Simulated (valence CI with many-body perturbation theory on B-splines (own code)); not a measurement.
# E1 line list for In16+

Calculated by relativistic CI+MBPT: five valence electrons over a frozen Dirac-Fock core [Ar] 3d10, radial functions for each j: 9 s, 9 p, 8 d, 6 f, 3 g, 1 h, with the one-electron correlation potential Σ1, the two-electron term Σ2, the three-electron term Σ3, Breit, model QED; selected CI, second order for the rest (own B-spline code, finite nucleus).

No measured levels were compared; by estimate levels hold to about 250 cm⁻¹ or 0.2 % of their energy and the worst to 1 %, as in measured heavy ions of charge 2 to 7; those with d or f electrons hold less well. Among the levels kept, up to 310 cm⁻¹ of a level comes from second order outside the variational space, and about a tenth of that is noise between levels of different J, which matters for small intervals.

Lines 101 to 150 of 180 in falling wavelength, among levels below 114.61 eV, chosen from the strongest by gf and those to the six lowest levels. Wavelengths and rates use the calculated energies, so an error of 1000 cm⁻¹ moves a line at 18.72 nm by 0.19 % and its rate by three times that or more. Electric multipoles are in the length gauge, E1 and E2 with the static RPA response of the core. Weak lines are less certain than strong ones. Lines between different terms over intervals too small for the method are left out, as are lines whose strength nearly cancels.

Names give the largest LS component (configuration and term), which can be under half, so a name can repeat, a term be missing and a line seem to break the LS rules; names also repeat where a configuration has a term twice. Letters in brackets count levels of one name in rising energy.

```tsv
λ vac (nm)	Upper	Lower	A (s⁻¹)	S (a.u.)
18.72	4s 4p4 2S_1/2 [b]	4s2 4p3 2D°_3/2	1.12e+09	7.24e-03
18.65	4s2 4p2 4d 4D_3/2	4s2 4p3 2D°_5/2	1.65e+10	2.11e-01
18.58	4s2 4p2 4d 2F_7/2 [a]	4s2 4p3 2D°_5/2	2.24e+08	5.67e-03
18.57	4s2 4p2 4d 2D_3/2 [a]	4s2 4p3 2P°_3/2	2.09e+08	2.65e-03
18.44	4s2 4p2 4d 2F_5/2	4s2 4p3 2D°_3/2	1.25e+08	2.32e-03
18.34	4s2 4p2 4d 2P_3/2 [a]	4s2 4p3 2P°_1/2	2.30e+09	2.81e-02
18.18	4s2 4p2 4d 2P_1/2 [a]	4s2 4p3 2P°_3/2	1.81e+10	1.07e-01
18.05	4s2 4p2 4d 4F_3/2	4s2 4p3 4S°_3/2	9.62e+09	1.12e-01
18.01	4s2 4p2 4d 4D_3/2	4s2 4p3 2D°_3/2	4.99e+08	5.75e-03
17.99	4s2 4p2 4d 2D_5/2 [a]	4s2 4p3 2P°_3/2	3.13e+09	5.40e-02
17.98	4s2 4p2 4d 4D_1/2	4s2 4p3 2D°_3/2	1.48e+10	8.49e-02
17.87	4s2 4p2 4d 4D_5/2	4s2 4p3 2D°_5/2	6.08e+09	1.03e-01
17.47	4s2 4p2 4d 4F_5/2	4s2 4p3 4S°_3/2	1.20e+10	1.89e-01
17.45	4s2 4p2 4d 2P_3/2 [a]	4s2 4p3 2D°_5/2	3.91e+10	4.10e-01
17.44	4s2 4p2 4d 2P_1/2 [b]	4s2 4p3 2P°_3/2	1.43e+08	7.51e-04
17.34	4s2 4p2 4d 4P_3/2	4s2 4p3 2P°_1/2	2.55e+08	2.63e-03
17.32	4s2 4p2 4d 2D_3/2 [b]	4s2 4p3 2P°_3/2	8.19e+08	8.40e-03
17.29	4s2 4p2 4d 4P_1/2	4s2 4p3 2P°_1/2	5.56e+09	2.84e-02
17.28	4s2 4p2 4d 4D_5/2	4s2 4p3 2D°_3/2	6.85e+09	1.05e-01
17.09	4s2 4p2 4d 2D_5/2 [b]	4s2 4p3 2P°_3/2	7.11e+09	1.05e-01
16.95	4s2 4p2 4d 2G_7/2	4s2 4p3 2D°_5/2	1.55e+10	2.98e-01
16.89	4s2 4p2 4d 2P_3/2 [a]	4s2 4p3 2D°_3/2	4.73e+10	4.51e-01
16.88	4s 4p4 2S_1/2 [b]	4s2 4p3 4S°_3/2	2.87e+06	1.36e-05
16.84	4s2 4p2 4d 2D_3/2 [a]	4s2 4p3 2P°_1/2	1.83e+10	1.72e-01
16.72	4s2 4p2 4d 2D_5/2 [c]	4s2 4p3 2P°_3/2	7.72e+08	1.07e-02
16.70	4s2 4p2 4d 4P_5/2	4s2 4p3 2D°_5/2	2.58e+10	3.55e-01
16.66	4s2 4p2 4d 2F_5/2	4s2 4p3 4S°_3/2	1.39e+09	1.91e-02
16.54	4s2 4p2 4d 4P_3/2	4s2 4p3 2D°_5/2	2.33e+10	2.08e-01
16.52	4s2 4p2 4d 2P_1/2 [a]	4s2 4p3 2P°_1/2	6.48e+10	2.88e-01
16.31	4s2 4p2 4d 4D_3/2	4s2 4p3 4S°_3/2	1.12e+10	9.56e-02
16.28	4s2 4p2 4d 4D_1/2	4s2 4p3 4S°_3/2	1.44e+06	6.15e-06
16.24	4s2 4p2 4d 2F_7/2 [b]	4s2 4p3 2D°_5/2	3.39e+09	5.73e-02
16.23	4s2 4p2 4d 2S_1/2	4s2 4p3 2P°_3/2	1.52e+11	6.40e-01
16.20	4s2 4p2 4d 2P_3/2 [b]	4s2 4p3 2P°_3/2	7.31e+10	6.14e-01
16.19	4s2 4p2 4d 4P_5/2	4s2 4p3 2D°_3/2	2.56e+10	3.22e-01
16.09	4s2 4p2 4d 2D_3/2 [a]	4s2 4p3 2D°_5/2	2.64e+09	2.17e-02
16.04	4s2 4p2 4d 4P_3/2	4s2 4p3 2D°_3/2	8.37e+09	6.82e-02
16.00	4s2 4p2 4d 4P_1/2	4s2 4p3 2D°_3/2	7.78e+08	3.15e-03
15.91	4s2 4p2 4d 2P_1/2 [b]	4s2 4p3 2P°_1/2	1.07e+11	4.26e-01
15.80	4s2 4p2 4d 2D_3/2 [b]	4s2 4p3 2P°_1/2	1.99e+10	1.55e-01
15.71	4s2 4p2 4d 4D_5/2	4s2 4p3 4S°_3/2	1.28e+10	1.47e-01
15.65	4s2 4p2 4d 2D_5/2 [a]	4s2 4p3 2D°_5/2	7.72e+10	8.76e-01
15.61	4s2 4p2 4d 2D_3/2 [a]	4s2 4p3 2D°_3/2	3.01e+09	2.26e-02
15.47	4s2 4p2 4d 2D_3/2 [c]	4s2 4p3 2P°_3/2	1.16e+11	8.45e-01
15.38	4s2 4p2 4d 2P_3/2 [a]	4s2 4p3 4S°_3/2	2.70e+10	1.94e-01
15.33	4s2 4p2 4d 2P_1/2 [a]	4s2 4p3 2D°_3/2	8.09e+10	2.88e-01
15.26	4s2 4p2 4d 2D_5/2 [d]	4s2 4p3 2P°_3/2	2.64e+11	2.78e+00
15.20	4s2 4p2 4d 2D_5/2 [a]	4s2 4p3 2D°_3/2	8.01e+10	8.32e-01
15.14	4s2 4p2 4d 2D_3/2 [b]	4s2 4p3 2D°_5/2	4.12e+10	2.82e-01
14.96	4s2 4p2 4d 2D_5/2 [b]	4s2 4p3 2D°_5/2	8.93e+10	8.86e-01
```
